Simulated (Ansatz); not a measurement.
Process, species as SMILES: N[Si](N)(N)O -> [NH][Si](N)(N)O + H atom (the H-N bond at the site shown breaks; other sites are not compared here)
Structures are relaxed separately at B3LYP-D3(BJ)/def2-TZVP in Ansatz (a program for electronic structure), one conformer each, not searched for the lowest.
Geometry of the first species:
```xyz
12

N     -0.8475     1.3838    -0.5632
Si    -0.0011     0.0044    -0.0139
N     -1.1967    -1.1833     0.2732
N      0.9196    -0.0129     1.4433
O      1.1050    -0.1937    -1.2296
H     -1.6142     1.7785    -0.0458
H     -0.3994     2.0570    -1.1619
H     -0.9787    -2.0404     0.7541
H     -1.9672    -1.2921    -0.3655
H      1.7672     0.5298     1.5030
H      0.4419    -0.0250     2.3311
H      1.7983    -0.8347    -1.0569
```

Quantity: bond dissociation energy (electronic energy difference), in kcal/mol. Correlated levels leave the core frozen unless marked. UHF or UKS for open shells. Spin-orbit coupling is left out. Non-relativistic. CBS(X,Y): correlation extrapolated as X^-3; Hartree-Fock from the larger set.

CCSD(T)/CBS(cc-pV(T+d)Z,cc-pV(Q+d)Z) (Ansatz) gives 120.0 kcal/mol.

Q: Another calculation gave 113.4 kcal/mol. Which level was it?
(A) SVWN5/def2-TZVPD (Ansatz)
(B) r2SCAN0/def2-TZVPD (Ansatz)
(C) BLYP/def2-TZVPD (Ansatz)
(D) B2GP-PLYP/def2-TZVPD (Ansatz)

A: B, r2SCAN0/def2-TZVPD (Ansatz). The others give 127.2 (SVWN5), 110.7 (BLYP), 116.7 (B2GP-PLYP) kcal/mol.
